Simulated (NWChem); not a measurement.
System: C$_{5}$H$_{5}$N; SMILES C=C=C(C)C#N

NWChem input:

```
start job
memory heap 200 mb stack 900 mb global 1100 mb
geometry units angstroms noautosym nocenter noautoz
  C      0.847868    -2.274154     0.000000
  C      0.271129    -1.105439     0.000000
  C     -0.322675     0.075055     0.000000
  C     -1.819881     0.262276     0.000000
  C      0.494986     1.255665     0.000000
  N      1.120155     2.232734     0.000000
  H      1.102267    -2.780828    -0.937692
  H      1.102267    -2.780828     0.937692
  H     -2.136886     0.829539    -0.888526
  H     -2.136886     0.829539     0.888526
  H     -2.328309    -0.710141     0.000000
end
basis spherical
  C library 6-31g*
  N library 6-31g*
  H library 6-31g*
end
dft
  xc b3lyp
  iterations 150
end
cosmo
  do_cosmo_smd true
  solvent dmf
end
task dft energy
```

Parts of the log:

```
             Northwest Computational Chemistry Package (NWChem) 7.3.0
             --------------------------------------------------------

                             Geometry "geometry" -> ""
                             -------------------------

 Output coordinates in angstroms (scale by  1.889725989 to convert to a.u.)

  No.       Tag          Charge          X              Y              Z
 ---- ---------------- ---------- -------------- -------------- --------------
    1 C                    6.0000     0.84786800    -2.27415400     0.00000000
    2 C                    6.0000     0.27112900    -1.10543900     0.00000000
    3 C                    6.0000    -0.32267500     0.07505500     0.00000000
    4 C                    6.0000    -1.81988100     0.26227600     0.00000000
    5 C                    6.0000     0.49498600     1.25566500     0.00000000
    6 N                    7.0000     1.12015500     2.23273400     0.00000000
    7 H                    1.0000     1.10226700    -2.78082800    -0.93769200
    8 H                    1.0000     1.10226700    -2.78082800     0.93769200
    9 H                    1.0000    -2.13688600     0.82953900    -0.88852600
   10 H                    1.0000    -2.13688600     0.82953900     0.88852600
   11 H                    1.0000    -2.32830900    -0.71014100     0.00000000

 Effective nuclear repulsion energy (a.u.)     182.9856255929

                                 NWChem DFT Module
                                 -----------------

 Summary of "ao basis" -> "ao basis" (spherical)
 ------------------------------------------------------------------------------
       Tag                 Description            Shells   Functions and Types
 ---------------- ------------------------------  ------  ---------------------
 C                           6-31g*                  6       14   3s2p1d
 N                           6-31g*                  6       14   3s2p1d
 H                           6-31g*                  2        2   2s

 in cosmo_initialize ...
 calling solv_data for solv:dmf

 solvent parameters
 solvname_short: dmf
 solvname_long:  N,N-dimethylformamide
 dielec:       37.2190
 dielecinf:     2.0463
 nonaqueous SMD model solvent descriptors
 dielec:       37.2190
 sola:          0.0000
 solb:          0.7400
 solc:          0.0000
 solg:         49.5600
 solh:          0.0000
 soln:          1.4305

          ---------------
          -cosmo- solvent
          ---------------
 Cosmo: York-Karplus, doi: 10.1021/jp992097l
 dielectric constant -eps-     =  37.22
 screen = (eps-1)/(eps    )    =   0.97313
 surface charge correction     = lagrangian

   van der Waals surface
 --------------------------

 ---------- ATOMIC COORDINATES (A.U.) ------------ VDWR(ANG.) --
     1    1.60223819   -4.29752792    0.00000000     1.850
     2    0.51235952   -2.08897681    0.00000000     1.850
     3   -0.60976733    0.14183338    0.00000000     1.850
     4   -3.43907642    0.49562977    0.00000000     1.850
     5    0.93538791    2.37286278    0.00000000     1.850
     6    2.11678601    4.21925547    0.00000000     1.890
     7    2.08298260   -5.25500294   -1.77198094     1.200
     8    2.08298260   -5.25500294    1.77198094     1.200
     9   -4.03812901    1.56760141   -1.67907067     1.200
    10   -4.03812901    1.56760141    1.67907067     1.200
    11   -4.39986603   -1.34197190    0.00000000     1.200
 number of segments per atom =        128
 number of   points per atom =        128
 atom (   nspa,  nppa )
 ----------------------
    1 (     68,     0 )       0
    2 (     52,     0 )       0
    3 (     26,     0 )       0
    4 (     62,     0 )       0
    5 (     48,     0 )       0
    6 (     94,     0 )       0
    7 (     56,     0 )       0
    8 (     56,     0 )       0
    9 (     54,     0 )       0
   10 (     54,     0 )       0
   11 (     54,     0 )       0
 number of -cosmo- surface points =      624
 molecular surface =    130.489 angstrom**2
 molecular volume  =    104.946 angstrom**3
 -lineq- algorithm             =   0
 -bem- low  level              =   3
 -bem- from -octahedral-
 gaussian surface charge width =   4.50000
 degree of switching           =   1.00000
 switching function tolerance  =   0.00010
 atomic radii =
 --------------
    1  6.000  1.850
    2  6.000  1.850
    3  6.000  1.850
    4  6.000  1.850
    5  6.000  1.850
    6  7.000  1.890
    7  1.000  1.200
    8  1.000  1.200
    9  1.000  1.200
   10  1.000  1.200
   11  1.000  1.200
 ...... end of -cosmo- initialization ......

 nat:                    11
 ixmem:                  6636
 calling mnsol_interface()
 G(SMD-CDS) energy (kcal/mol)  =     1.985
 SMD-CDS SASA (angstrom**2)    =   155.773

            General Information
            -------------------
          SCF calculation type: DFT
          Wavefunction type:  closed shell.
          No. of atoms     :    11
          No. of electrons :    42
           Alpha electrons :    21
            Beta electrons :    21
          Charge           :     0
          Spin multiplicity:     1
          Use of symmetry is: off; symmetry adaption is: off
          Maximum number of iterations: 150
          AO basis - number of functions:    94
                     number of shells:    46
          Convergence on energy requested:  1.00D-06
          Convergence on density requested:  1.00D-05
          Convergence on gradient requested:  5.00D-04

              XC Information
              --------------
                         B3LYP Method XC Potential
                     Hartree-Fock (Exact) Exchange  0.200
                        Slater Exchange Functional  0.800 local
                    Becke 1988 Exchange Functional  0.720 non-local
              Lee-Yang-Parr Correlation Functional  0.810
                  VWN I RPA Correlation Functional  0.190 local

             Grid Information
             ----------------
          Grid used for XC integration:  medium
          Radial quadrature: Mura-Knowles
          Angular quadrature: Lebedev.
          Tag              B.-S. Rad. Rad. Pts. Rad. Cut. Ang. Pts.
          ---              ---------- --------- --------- ---------
          C                   0.70       49          11.0       434
          N                   0.65       49          12.0       434
          H                   0.35       45          12.0       434
          Grid pruning is: on
          Number of quadrature shells:   519
          Spatial weights used:  Erf1

      Superposition of Atomic Density Guess
      -------------------------------------

 Sum of atomic energies:        -245.08617168

      Non-variational initial energy
      ------------------------------

 Total energy =    -248.444372
 1-e energy   =    -691.231839
 2-e energy   =     259.801842
 HOMO         =      -0.269517
 LUMO         =      -0.010430

   convergence    iter        energy       DeltaE   RMS-Dens  Diis-err
 ---------------- ----- ----------------- --------- --------- ---------
     COSMO gas phase
 d= 0,ls=0.0,diis     1   -248.0901879765 -4.31D+02  2.00D-02  9.02D-01
 d= 0,ls=0.0,diis     2   -247.7636385632  3.27D-01  1.46D-02  3.67D+00
 d= 0,ls=0.0,diis     3   -248.2013106126 -4.38D-01  2.14D-03  8.53D-02
 d= 0,ls=0.0,diis     4   -248.2101437167 -8.83D-03  7.13D-04  6.06D-03
 d= 0,ls=0.0,diis     5   -248.2108115953 -6.68D-04  2.81D-04  1.31D-03
  Resetting Diis
 d= 0,ls=0.0,diis     6   -248.2109592702 -1.48D-04  1.22D-04  1.26D-04
 d= 0,ls=0.0,diis     7   -248.2109766092 -1.73D-05  4.00D-05  3.68D-06
 d= 0,ls=0.0,diis     8   -248.2109760312  5.78D-07  2.49D-05  8.15D-06
 d= 0,ls=0.0,diis     9   -248.2109770558 -1.02D-06  4.83D-06  4.21D-07
 d= 0,ls=0.0,diis    10   -248.2109771012 -4.53D-08  1.50D-06  3.03D-08

   convergence    iter        energy       DeltaE   RMS-Dens  Diis-err
 ---------------- ----- ----------------- --------- --------- ---------
     COSMO solvation phase
 d= 0,ls=0.0,diis     1   -248.2168267253 -5.85D-03  2.20D-03  4.52D-03
 d= 0,ls=0.0,diis     2   -248.2170012777 -1.75D-04  8.17D-04  1.59D-02
 d= 0,ls=0.0,diis     3   -248.2187205846 -1.72D-03  4.28D-04  1.34D-04
 d= 0,ls=0.0,diis     4   -248.2187248146 -4.23D-06  1.02D-04  1.26D-04
 d= 0,ls=0.0,diis     5   -248.2187414590 -1.66D-05  2.96D-05  1.14D-05
 d= 0,ls=0.0,diis     6   -248.2187428618 -1.40D-06  7.72D-06  4.84D-07
 d= 0,ls=0.0,diis     7   -248.2187429241 -6.23D-08  1.65D-06  3.65D-08

         Total DFT energy =     -248.218742924131
      One electron energy =     -695.268018442472
           Coulomb energy =      299.925430696289
    Exchange-Corr. energy =      -35.800545132429
 Nuclear repulsion energy =      182.985625592892

             COSMO energy =       -0.061235638411

 Numeric. integr. density =       41.999999319867

                                COSMO-SMD solvation results
                                ---------------------------

             internal energy in gas <Psi(g)|H|Psi(g)> =      -248.210977101186
         internal energy in solvent <Psi(s)|H|Psi(s)> =      -248.208533933842
                               delta internal energy  =         0.002443167344 (    1.53 kcal/mol)
   total free energy in solvent <Psi(s)|H+V/2|Psi(s)> =      -248.221906751967
 polarization energy contribution <Psi(s)|V/2|Psi(s)> =        -0.013372818126 (   -8.39 kcal/mol)
    total free energy in solvent including G(SMD-CDS) =      -248.218742924131
                       G(SMD-CDS) energy contribution =         0.003163827836 (    1.99 kcal/mol)
     1 M fixed-concentration free energy of solvation =        -0.007765822945 (   -4.87 kcal/mol)

                       DFT Final Molecular Orbital Analysis
                       ------------------------------------

 Vector   19  Occ=2.000000D+00  E=-3.430308D-01
              MO Center=  5.9D-01,  1.6D+00,  1.8D-10, r^2= 2.0D+00
   Bfn.  Coefficient  Atom+Function         Bfn.  Coefficient  Atom+Function
  ----- ------------  ---------------      ----- ------------  ---------------
    73      0.362209   6 N  px               59      0.331195   5 C  px
    74     -0.263527   6 N  py               77      0.217448   6 N  px
    63      0.182457   5 C  px               60     -0.175744   5 C  py
    78     -0.160544   6 N  py               45      0.159224   4 C  px
    31     -0.128160   3 C  px               64     -0.108459   5 C  py

 Vector   20  Occ=2.000000D+00  E=-2.884873D-01
              MO Center=  4.7D-01, -1.5D+00,  8.2D-11, r^2= 2.1D+00
   Bfn.  Coefficient  Atom+Function         Bfn.  Coefficient  Atom+Function
  ----- ------------  ---------------      ----- ------------  ---------------
     3      0.364649   1 C  px               17      0.351745   2 C  px
     7      0.254360   1 C  px               21      0.192409   2 C  px
     4      0.184182   1 C  py               18      0.165823   2 C  py
    22      0.145300   2 C  py                8      0.141153   1 C  py
    45      0.121653   4 C  px               60      0.104250   5 C  py

 Vector   21  Occ=2.000000D+00  E=-2.666316D-01
              MO Center=  1.0D-01, -7.5D-02,  1.1D-09, r^2= 3.6D+00
   Bfn.  Coefficient  Atom+Function         Bfn.  Coefficient  Atom+Function
  ----- ------------  ---------------      ----- ------------  ---------------
    33      0.364389   3 C  pz               19      0.336966   2 C  pz
    75     -0.266372   6 N  pz               37      0.252723   3 C  pz
    23      0.228345   2 C  pz               79     -0.191284   6 N  pz
    47     -0.116303   4 C  pz               90      0.111090   9 H  s
    92     -0.111090  10 H  s                86      0.109305   7 H  s

 Vector   22  Occ=0.000000D+00  E=-3.575998D-02
              MO Center=  4.0D-01, -1.2D-01, -3.6D-10, r^2= 4.0D+00
   Bfn.  Coefficient  Atom+Function         Bfn.  Coefficient  Atom+Function
  ----- ------------  ---------------      ----- ------------  ---------------
    23      0.438094   2 C  pz               19      0.427955   2 C  pz
    37     -0.329056   3 C  pz               79      0.319866   6 N  pz
    75      0.291714   6 N  pz               86      0.288618   7 H  s
    88     -0.288618   8 H  s                33     -0.276188   3 C  pz
    65     -0.237109   5 C  pz               61     -0.232963   5 C  pz

 Vector   23  Occ=0.000000D+00  E=-1.049095D-02
              MO Center=  4.1D-01, -7.3D-01,  8.6D-10, r^2= 4.3D+00
   Bfn.  Coefficient  Atom+Function         Bfn.  Coefficient  Atom+Function
  ----- ------------  ---------------      ----- ------------  ---------------
    48     -0.473395   4 C  s                 7      0.453540   1 C  px
    21     -0.383570   2 C  px               17     -0.336343   2 C  px
     3      0.334164   1 C  px               77      0.251230   6 N  px
    62      0.226867   5 C  s                73      0.218337   6 N  px
    59     -0.213923   5 C  px                8      0.211565   1 C  py

 Vector   24  Occ=0.000000D+00  E= 4.615836D-02
              MO Center=  5.9D-01,  6.7D-01, -3.7D-10, r^2= 3.8D+00
   Bfn.  Coefficient  Atom+Function         Bfn.  Coefficient  Atom+Function
  ----- ------------  ---------------      ----- ------------  ---------------
    63      0.374430   5 C  px               62      0.364451   5 C  s
    77     -0.350834   6 N  px               78      0.313797   6 N  py
    59      0.311781   5 C  px               60     -0.312098   5 C  py
    22     -0.302855   2 C  py               20     -0.291940   2 C  s
    73     -0.287745   6 N  px                7      0.281734   1 C  px

     Multipole analysis of the density
     ---------------------------------

     L   x y z        total         alpha         beta         nuclear
     -   - - -        -----         -----         ----         -------
     0   0 0 0     -0.000000    -21.000000    -21.000000     42.000000

     1   1 0 0     -1.016512     -0.765353     -0.765353      0.514194
     1   0 1 0     -1.926416     -1.243678     -1.243678      0.560941
     1   0 0 1     -0.000000     -0.000000     -0.000000      0.000000

     2   2 0 0    -25.900112   -106.668588   -106.668588    187.437064
     2   1 1 0     -6.255519      2.519087      2.519087    -11.293694
     2   1 0 1     -0.000000     -0.000000     -0.000000      0.000000
     2   0 2 0    -28.992407   -193.962927   -193.962927    358.933447
     2   0 1 1      0.000000      0.000000      0.000000      0.000000
     2   0 0 2    -25.034784    -18.476587    -18.476587     11.918390
```

Level: B3LYP/6-31G* (spherical d), SMD on the gas-phase geometry. The geometry was optimised at PBE0/def2-SVP. Solvent: N,N-dimethylformamide.
